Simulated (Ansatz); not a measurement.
Geometry optimisation, DFT LDA, scalar-relativistic, plane waves, PAW (Ansatz 0.2.0).

Input:

```yaml
crystal:
  lattice:
    - [12.006673, 0.0, 0.0]
    - [4.002224, 6.932056, 0.0]
    - [0.0, 0.0, 19.174753]
  atoms:
    - { symbol: H, position: [0.1111111, 0.1666667, 0.0521519] }
    - { symbol: H, position: [0.4444444, 0.1666667, 0.0521519] }
    - { symbol: H, position: [0.7777778, 0.1666667, 0.0521519] }
    - { symbol: H, position: [0.1111111, 0.6666667, 0.0521519] }
    - { symbol: H, position: [0.4444444, 0.6666667, 0.0521519] }
    - { symbol: H, position: [0.7777778, 0.6666667, 0.0521519] }
    - { symbol: Ge, position: [0.1111111, 0.1666667, 0.1329874] }
    - { symbol: Ge, position: [0.4444444, 0.1666667, 0.1329874] }
    - { symbol: Ge, position: [0.7777778, 0.1666667, 0.1329874] }
    - { symbol: Ge, position: [0.1111111, 0.6666667, 0.1329874] }
    - { symbol: Ge, position: [0.4444444, 0.6666667, 0.1329874] }
    - { symbol: Ge, position: [0.7777778, 0.6666667, 0.1329874] }
    - { symbol: Ge, position: [-0.1111111, 0.3333333, 0.1755929] }
    - { symbol: Ge, position: [0.2222222, 0.3333333, 0.1755929] }
    - { symbol: Ge, position: [0.5555556, 0.3333333, 0.1755929] }
    - { symbol: Ge, position: [-0.1111111, 0.8333333, 0.1755929] }
    - { symbol: Ge, position: [0.2222222, 0.8333333, 0.1755929] }
    - { symbol: Ge, position: [0.5555556, 0.8333333, 0.1755929] }
    - { symbol: Ge, position: [-0.1111111, 0.3333333, 0.3034095] }
    - { symbol: Ge, position: [0.2222222, 0.3333333, 0.3034095] }
    - { symbol: Ge, position: [0.5555556, 0.3333333, 0.3034095] }
    - { symbol: Ge, position: [-0.1111111, 0.8333333, 0.3034095] }
    - { symbol: Ge, position: [0.2222222, 0.8333333, 0.3034095] }
    - { symbol: Ge, position: [0.5555556, 0.8333333, 0.3034095] }
    - { symbol: Ge, position: [0.0, 0.0, 0.346015] }
    - { symbol: Ge, position: [0.3333333, 0.0, 0.346015] }
    - { symbol: Ge, position: [0.6666667, 0.0, 0.346015] }
    - { symbol: Ge, position: [0.0, 0.5, 0.346015] }
    - { symbol: Ge, position: [0.3333333, 0.5, 0.346015] }
    - { symbol: Ge, position: [0.6666667, 0.5, 0.346015] }
    - { symbol: H, position: [0.6666667, 0.0, 0.426329] }
    - { symbol: H, position: [0.0, 0.5, 0.426329] }
    - { symbol: H, position: [0.3333333, 0.5, 0.426329] }
    - { symbol: H, position: [0.6666667, 0.5, 0.426329] }
    - { symbol: "N", position: [0.6592126, 0.2652449, 0.4727442] }
    - { symbol: F, position: [0.7821454, 0.1114687, 0.4834614] }
    - { symbol: F, position: [0.638796, 0.449641, 0.4834614] }
    - { symbol: F, position: [0.5566963, 0.234625, 0.4834614] }
basis:
  ecutwfc: 420.0
kpoints:
  mp_grid: { grid: [1, 2, 1] }
hamiltonian:
  xc: lda
  pseudopotentials: { kind: paw, azcp: { folder: soft_1 } }
scf:
  occupations: { method: gaussian, width: 0.05 }
  lower_state_search: "off"
relax:
  f_tol: 0.03
  max_steps: 60
  adjacent_minimum: "off"
  constraints: [{ sites: [0, 1, 2, 3, 4, 5, 6, 7, 8, 9, 10, 11] }]
output:
  write_density: true
  write_potential: true
  elf: true
  volumetric_format: npy
```

Launched with:

```bash
$ ansatz run input.yaml --threads 4 --pin off --max-ram 10240MiB --backend cpu --events-out ev --progress --plain --runs-dir out
```

Question: Where does it end, and by what steps?

Answer: The run converged. The force dipped under the threshold on the way, but the program's further checks kept it going. Limits of this set-up: coarse k mesh, thin slab, slab without dipole correction, no dispersion correction for a molecule that may bind weakly, PAW files made for another functional, a typed lattice constant that wasn't relaxed here. After 21 steps the energy has fallen by 4.387 eV; F37 moved furthest, 1.64 Å.

| step | energy less start (eV) | largest force component (eV/Å) | accepted |
| --- | --- | --- | --- |
| 0 | 0.0000 | 6.604 | yes |
| 1 | -1.8288 | 3.623 | yes |
| 2 | -2.9813 | 2.528 | yes |
| 3 | -3.7758 | 2.752 | yes |
| 4 | -4.2004 | 1.193 | yes |
| 5 | -4.2817 | 0.666 | yes |
| 6 | -4.3265 | 0.245 | yes |
| 7 | -4.3403 | 0.098 | yes |
| 8 | -4.3453 | 0.163 | yes |
| 9 | -4.3495 | 0.061 | yes |
| 10 | -4.3533 | 0.065 | yes |
| 11 | -4.3597 | 0.063 | yes |
| 12 | -4.3666 | 0.093 | yes |
| 13 | -4.3730 | 0.133 | yes |
| 14 | -4.3786 | 0.157 | yes |
| 15 | -4.3810 | 0.260 | yes |
| 16 | -4.3844 | 0.156 | yes |
| 17 | -4.3858 | 0.024 | yes |
| 18 | -4.3859 | 0.024 | yes |
| 19 | -4.3865 | 0.039 | yes |
| 20 | -4.3867 | 0.009 | yes |
| 21 | -4.3867 | 0.009 | yes |

```xyz
38
Lattice="12.0067 0.0000 0.0000 4.0022 6.9321 0.0000 0.0000 0.0000 19.1748" Properties=species:S:1:pos:R:3
H 2.001 1.155 1.000
H 6.003 1.155 1.000
H 10.006 1.155 1.000
H 4.002 4.621 1.000
H 8.004 4.621 1.000
H 12.007 4.621 1.000
Ge 2.001 1.155 2.550
Ge 6.003 1.155 2.550
Ge 10.006 1.155 2.550
Ge 4.002 4.621 2.550
Ge 8.004 4.621 2.550
Ge 12.007 4.621 2.550
Ge 0.000 2.310 3.356
Ge 4.001 2.312 3.358
Ge 8.004 2.316 3.339
Ge 2.003 5.778 3.347
Ge 6.000 5.788 3.392
Ge 10.003 5.780 3.344
Ge 0.008 2.164 5.752
Ge 4.002 2.175 5.756
Ge 7.999 2.313 5.742
Ge 2.107 5.803 5.738
Ge 5.989 5.903 5.793
Ge 9.893 5.825 5.737
Ge -0.007 -0.020 7.040
Ge 3.990 -0.021 7.044
Ge 8.001 -0.045 6.456
Ge 2.000 3.442 6.463
Ge 5.966 3.523 6.476
Ge 10.041 3.482 6.471
H 7.993 -0.038 8.004
H 1.998 3.427 8.011
H 5.976 3.457 8.023
H 10.008 3.464 8.018
N 8.004 2.289 9.277
F 9.065 1.666 9.877
F 8.002 3.505 9.903
F 6.941 1.666 9.872
```

Whether the end is a true minimum wasn't checked by a vibrational analysis.

Time of the run: 5.8 min on 4 threads of Arm Neoverse V1, with other jobs on the host, peak memory 3.5 GiB.
